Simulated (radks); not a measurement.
Spherical quantum dot in the effective-mass picture: electrons in a hard-walled sphere of radius 4.77, with a point charge +1 (a donor) at the centre, all in effective atomic units (hartree* = m*/eps^2 hartree, bohr* = eps/m* bohr), one dielectric constant everywhere. Calculated with a radial shooting solver with Libxc functionals: non-relativistic Kohn-Sham, PBEsol, spin-polarised, spherical densities. Levels are named by radial order and angular momentum (1s, 1p, 1d, 2s, ...), and open shells are averaged over m. Results are scaled to m* = 0.135 and eps = 16.4, for which hartree* = 13.66 meV and bohr* = 6.429 nm.

N = 12, configuration 1s2 1p6 1d(up 4, down 0). This is the lowest configuration that the search found. Occupied and some empty levels:

| level | occupation | eigenvalue (meV) | <r> (nm) |
|---|---|---|---|
| 1s up | 1 | 41.410 | 17.19 |
| 1s down | 1 | 41.886 | 16.07 |
| 1p up | 3 | 43.776 | 20.47 |
| 1p down | 3 | 44.544 | 20.27 |
| 1d up | 4 | 46.797 | 21.51 |
| 2s up | 0 | 47.440 | 12.53 |
| 2s down | 0 | 47.552 | 13.33 |
| 1d down | 0 | 47.634 | 21.41 |
| 1f up | 0 | 50.751 | 22.24 |
| 1f down | 0 | 51.626 | 22.19 |
| 2p up | 0 | 56.272 | 15.45 |
| 2p down | 0 | 56.570 | 15.39 |

Energy (meV): total 266.583, kinetic 90.989, external -59.058, Hartree 283.65, exchange-correlation -48.994.

Electron density:

| r (nm) | n(r) (e/nm^3) |
|---|---|
| 0.830 | 0.0004319 |
| 2.36 | 0.0002780 |
| 3.89 | 0.0001900 |
| 5.41 | 0.0001414 |
| 6.94 | 0.0001167 |
| 8.47 | 0.0001070 |
| 10.0 | 0.0001074 |
| 11.5 | 0.0001151 |
| 13.1 | 0.0001281 |
| 14.6 | 0.0001445 |
| 16.1 | 0.0001618 |
| 17.6 | 0.0001767 |
| 19.2 | 0.0001852 |
| 20.7 | 0.0001832 |
| 22.2 | 0.0001675 |
| 23.8 | 0.0001377 |
| 25.3 | 0.00009731 |
| 26.8 | 0.00005455 |
| 28.3 | 0.00002043 |
| 29.9 | 2.372e-06 |
